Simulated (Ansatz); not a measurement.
Program: Ansatz. Geometries: PBE0-D4/def2-TZVP. ΔE: electronic, gas phase. CBS: MP2 limit from def2 TZ/QZ plus the TZ coupled-cluster correction, frozen cores. This one scheme is used for every species. DFT in def2-TZVPP. B3LYP here is the variant with VWN-RPA as its local correlation; programs differ in this. One conformer a species, not always the lowest.

Consider the redistribution: `C[SiH2][SiH2]Cl` + `CNC[SiH2]Cl` → `C[SiH2]C[SiH2]Cl` + `CN[SiH2]Cl`.

`C[SiH2][SiH2]Cl`:

```xyz
11

C     0.767   -1.202   -0.962
Si   -0.166    0.414   -0.802
Si   -0.732    0.809    1.434
Cl    1.001    0.685    2.561
H     0.146   -2.043   -0.646
H     1.662   -1.186   -0.337
H     1.072   -1.371   -1.997
H    -1.422    0.393   -1.606
H     0.663    1.557   -1.274
H    -1.318    2.155    1.661
H    -1.673   -0.211    1.968
```

`CNC[SiH2]Cl`:

Cartesian coordinates in Å:
```
C 1.139 -1.199 -0.362
N -0.291 -1.049 -0.523
C -0.894 -0.105 0.398
Si -0.499 1.698 0.041
Cl 1.324 2.268 0.827
H 1.450 -1.425 0.671
H 1.650 -0.280 -0.660
H 1.495 -1.999 -1.014
H -0.739 -1.950 -0.422
H -1.985 -0.164 0.296
H -0.671 -0.308 1.462
H -1.519 2.550 0.702
H -0.461 1.963 -1.416
```

`C[SiH2]C[SiH2]Cl`:

Cartesian coordinates in Å:
```
C 2.364 0.203 -0.607
Si 0.881 -0.141 0.477
C -0.726 0.138 -0.457
Si -2.260 -0.182 0.532
Cl -3.941 0.167 -0.615
H 3.293 0.039 -0.057
H 2.357 1.237 -0.959
H 2.367 -0.453 -1.481
H 0.905 0.748 1.672
H 0.919 -1.549 0.963
H -0.739 -0.510 -1.339
H -0.752 1.174 -0.814
H -2.341 0.721 1.706
H -2.326 -1.594 0.980
```

`CN[SiH2]Cl`:

Z-matrix (Å, degrees):
```
C
N 1 1.450
H 1 1.096 2 113.1
H 1 1.093 2 110.8 3 -122.0
H 1 1.093 2 109.4 3 119.9
Si 2 1.697 1 123.8 3 -88.7
H 2 1.008 1 113.6 3 65.8
Cl 6 2.075 2 114.8 1 68.9
H 6 1.479 2 108.8 1 -48.4
H 6 1.479 2 108.1 1 -172.4
```

| level | ΔE (kJ/mol) | difference from CCSD(T)/CBS |
| --- | --- | --- |
| PBE0-D4 | -146.3 | 15.3 |
| B3LYP-D4 | -153.6 | 8.0 |
| ωB97X-V | -153.5 | 8.1 |
| ωB97M-V | -163.6 | -2.0 |
| B2PLYP | -162.5 | -0.9 |
| r2SCAN | -157.7 | 3.9 |
| B3LYP | -155.9 | 5.7 |
| HF/def2-TZVPP | -169.6 | -8.0 |
| SCS-MP2/def2-TZVPP | -168.5 | -6.9 |
| CCSD/def2-TZVPP | -161.3 | 0.3 |
| CCSD(T)/def2-TZVPP | -159.7 | 1.9 |
| HF/def2-QZVPP | -171.1 | -9.5 |
| MP2/def2-QZVPP | -173.5 | -11.9 |
| SCS-MP2/def2-QZVPP | -170.2 | -8.6 |
| HF/CBS(def2) | -171.3 | -9.7 |
| CCSD/CBS(def2) | -163.2 | -1.6 |
| CCSD(T)/CBS | -161.6 | 0 |

Largest T1 diagnostic among the species: 0.010.

From PBE to PBE0 (25 % exact exchange), in def2-TZVPP and without D4, ΔE moves by −7.9 kJ/mol.
